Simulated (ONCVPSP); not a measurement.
# Reading a pseudo-wave (Cr (Z = 24))

Columns: radius, all-electron u(r) and pseudo u(r) of the 3p shell (level -45.48 eV) of chromium in the configuration [Ne] 3s2 3p6 3d5 4s1; PW91, scalar-relativistic, ONCV scheme, ONCVPSP 4.0.1.

```
r (bohr)  all-electron  pseudo
   0.088       -0.4178  0.0376
   0.175       -0.5544  0.1425
   0.262       -0.3023  0.2985
   0.350        0.0961  0.4843
   0.438        0.4751  0.6722
   0.525        0.7644  0.8365
   0.612        0.9563  0.9630
   0.700        1.0609  1.0435
   0.788        1.0948  1.0756
   0.875        1.0785  1.0655
   0.962        1.0295  1.0230
   1.050        0.9599  0.9576
   1.138        0.8799  0.8795
   1.225        0.7973  0.7973
   1.312        0.7155  0.7156
   1.400        0.6364  0.6364
   1.487        0.5634  0.5634
   1.575        0.4955  0.4955
   1.662        0.4348  0.4348
   1.750        0.3796  0.3796
   1.838        0.3305  0.3305
   1.925        0.2876  0.2876
   2.012        0.2498  0.2498
   2.100        0.2162  0.2162
   2.188        0.1869  0.1869
   2.275        0.1617  0.1617
```

Q: How many radial nodes do the two functions have?

A: The all-electron 3p function has n − l − 1 = 1; the pseudo-wave has 0, since the states of the same l below it are removed with the core.

Q: At about which radius was the pseudo-wave matched?

A: 1.30 bohr. The columns agree to 0.0005 from 1.14 bohr on; several derivatives are matched, so the curves merge somewhat inside the radius.

Q: Where does each function peak?

A: Outermost all-electron maximum near 0.79 bohr, pseudo maximum near 0.79 bohr (to the table’s step).

Q: Is the pseudo-wave norm-conserving?

A: Yes: the ONCV scheme keeps the norm inside the radius equal to the all-electron one, which fixes the energy derivative of the logarithmic derivative at the level.
